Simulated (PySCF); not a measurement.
H5PSn. Atoms are numbered in the order given.

```xyz
7

Sn    -0.5916     0.0013     0.0000
P      1.9353    -0.1201     0.0000
H     -1.1687    -0.8111     1.4022
H     -1.1687    -0.8111    -1.4022
H     -1.1816     1.6190     0.0000
H      2.0346     0.8702     1.0308
H      2.0346     0.8702    -1.0308
```

Geometry optimised at PBE-D3(BJ)/def2-TZVP. The def2 effective core potentials stand for the cores of Sn; spin–orbit coupling is left out.

The numbers are results of TDDFT-M06-2X/def2-SVPD (PySCF), not measurements.

Vertical excitations. The molecule is in vacuum. State labels are in the subgroup Cs.

| state | symmetry | energy (eV) | λ (nm) | f | main pairs |
|---|---|---|---|---|---|
| S1 | A" | 6.27 | 198 | 0.004 | HOMO→LUMO+2 60 %, HOMO→LUMO+4 36 % |
| S2 | A' | 6.31 | 196 | 0.418 | HOMO→LUMO 55 %, HOMO→LUMO+1 30 % |
| S3 | A' | 6.36 | 195 | 0.008 | HOMO→LUMO+1 61 %, HOMO→LUMO 33 % |
| S4 | A" | 7.06 | 176 | 0.006 | HOMO→LUMO+4 60 %, HOMO→LUMO+2 34 % |
| S5 | A' | 7.10 | 175 | 0.015 | HOMO→LUMO+3 80 % |
| S6 | A' | 7.29 | 170 | 0.273 | HOMO−1→LUMO 61 %, HOMO→LUMO+3 11 %, HOMO−1→LUMO+1 11 % |
| S7 | A' | 7.57 | 164 | 0.025 | HOMO−1→LUMO+1 79 %, HOMO−1→LUMO 14 % |
| S8 | A" | 7.66 | 162 | 0.057 | HOMO−2→LUMO 67 %, HOMO−2→LUMO+1 24 % |
| S9 | A" | 7.95 | 156 | 0.057 | HOMO−2→LUMO+1 50 %, HOMO−2→LUMO 29 %, HOMO−1→LUMO+4 10 % |
| S10 | A' | 7.96 | 156 | 0.096 | HOMO→LUMO+6 33 %, HOMO→LUMO+5 27 %, HOMO−3→LUMO 24 %, HOMO−1→LUMO 6 % |
| T1 | A' | 5.03 | 246 | 0 | HOMO→LUMO 66 %, HOMO→LUMO+1 18 % |
| T2 | A" | 5.78 | 214 | 0 | HOMO→LUMO+2 66 %, HOMO→LUMO+4 23 % |
| T3 | A' | 6.07 | 204 | 0 | HOMO→LUMO+1 70 %, HOMO→LUMO 14 % |
| T4 | A' | 6.52 | 190 | 0 | HOMO−1→LUMO 65 % |
Triplets are in the Tamm–Dancoff approximation, which puts them higher than full response would, so one can lie above its singlet here.
